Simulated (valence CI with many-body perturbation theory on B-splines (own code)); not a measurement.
**Lu XXI in brief**

Level of theory: valence CI with perturbative core correlation (CI+MBPT): five valence electrons over a frozen Dirac-Fock core [Kr] 4d10, a basis of 7 s, 7 p, 7 d, 7 f, 4 g, 2 h functions for each j, with the one-electron correlation potential Σ1 (screened to all orders), the two-electron term Σ2, the three-electron term Σ3, Breit, model QED; selected single and double excitations, second order for the rest, scaled by the run's own slope (own B-spline code, finite nucleus).

No measured levels were compared; by estimate terms of the open shell hold to a few per cent of their energy, and close levels can change places. Among the levels kept, up to 1000 cm⁻¹ of a level comes from second order outside the variational space, and about a tenth of that is noise between levels of different J, which matters for small intervals. Only levels of the ground parity were solved; by the run's estimate the other parity begins above the list, which can be wrong where configurations are misplaced.

Names give the largest LS component (configuration and term), which can be under half, so a name can repeat, a term be missing and a line seem to break the LS rules; names also repeat where a configuration has a term twice.

Rates and lifetimes use the calculated energies. Strong lines usually hold to 10 to 20 %, long lifetimes can be off by a factor of two.

(1) What is the ground level?

(2) What is the ionisation energy?

(3) How is the term 6H° of the ground level split?

(4) Name the longest-lived excited levels whose lifetime is computed, and their main decay.

(5) How well does LS coupling describe the low levels?

## Answers

(1) 4f5 6H°_5/2, composition 81 % 4f5 6H° + 16 % 4f5 4G°, g = 0.349.

(2) 534.03 eV; NIST lists 560 ± 30 eV (theoretical).

(3) J = 5/2 at 0.000, J = 7/2 at 0.760, J = 9/2 at 1.513, J = 11/2 at 2.220, J = 13/2 at 2.869, J = 15/2 at 3.422 eV.

(4) 4f5 6F°_1/2 at 2.277 eV lives 337 s, mostly by E2 to 4f5 6H°_5/2.

(5) Among the lowest 20 levels the leading LS term, summed over configurations, holds 71 % on average. For single configurations the figures are 71 % in LS and 47 % in jj coupling. Terms mix most in the J = 5/2 level at 6.469 eV, where the leading one holds 30 %.
